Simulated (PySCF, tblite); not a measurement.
Calculations on `ClC(Cl)(Cl)Br`, in the order of a workflow; each names the level of the geometry that it ran on. Settings lines and outputs come from a driver script.

Compound: CBrCl₃.
Bonds: Cl1–C2, C2–Cl3, C2–Cl4, C2–Br5.

Step 1: GFN2-xTB geometry optimisation, gas phase (tblite 0.8.0) (from a force-field or distance-geometry start)
```json
{"job": {"kind": "relax", "xc": "GFN2-xTB", "basis": "xTB"}, "charge": 0, "multiplicity": 1}
```
```
step      E/eV     max force
  0    -540.10667    0.189
  1    -540.10805    0.160
  2    -540.11116    0.097
  3    -540.11144    0.081
  4    -540.11182    0.014
  5    -540.11182    0.005
```

Energy lowered by 0.1 kcal/mol over 5 steps; largest atomic force 0.005 eV/Å at the end. «max force» is the largest atomic force in eV/Å.

Time: under 0.1 s of wall time. Hardware: one thread, Arm Neoverse V2 (aarch64), shared host with 96 logical CPUs at a one-minute load of 68.

Step 2: GFN2-xTB harmonic vibrations, gas phase (tblite 0.8.0) (on the GFN2-xTB geometry)
```json
{"job": {"kind": "ir", "xc": "GFN2-xTB", "basis": "xTB"}, "charge": 0, "multiplicity": 1}
```
```
(table of modes left out)
```

9 modes from 166 to 634 cm⁻¹ (unscaled, harmonic); zero-point energy 4.7 kcal/mol; all wavenumbers are real at this level.

The run took 0.11 s wall on one thread, Arm Neoverse V2 (aarch64), no GPU, shared host with 96 logical CPUs at a one-minute load of 68.

Step 3: PBE0-D3(BJ)/def2-SVP geometry optimisation, gas phase (PySCF 2.14.0) (from the GFN2-xTB geometry)
```json
{"job": {"xc": "PBE0", "basis": "def2-SVP", "d3": "d3bj", "grid": 1, "maxiter": 30, "shake": 0.01, "kind": "geom"}, "charge": 0, "multiplicity": 1}
```
```
step   0  E = -3991.26792422  max force = 0.009725
step   1  E = -3991.26427225  max force = 0.023462
step   2  E = -3991.26723290  max force = 0.012813
step   3  E = -3991.26833287  max force = 0.003228
step   4  E = -3991.26839985  max force = 0.001197
step   5  E = -3991.26840737  max force = 0.000309
optimisation converged
```

Final energy -3991.26841 Eh after 5 steps; dipole 0.06 D. Energies in Eh; «max force» is the largest Cartesian gradient component in Eh/bohr.

Hardware: an Arm Neoverse V1 with one thread, shared host with 32 logical CPUs at a one-minute load of 10. Cost: 25 s wall, 0.43 GiB resident at most.

Final geometry (PBE0-D3(BJ)/def2-SVP):
```
atom  x, y, z in Å
Cl1   -0.4079    1.6542   -0.4901
C2     0.0382    0.0219    0.0126
Cl3    0.1461   -0.0512    1.7747
Cl4    1.5955   -0.4167   -0.6966
Br5   -1.3205   -1.2324   -0.5980
```

 (This holds for the electronic-property runs.)
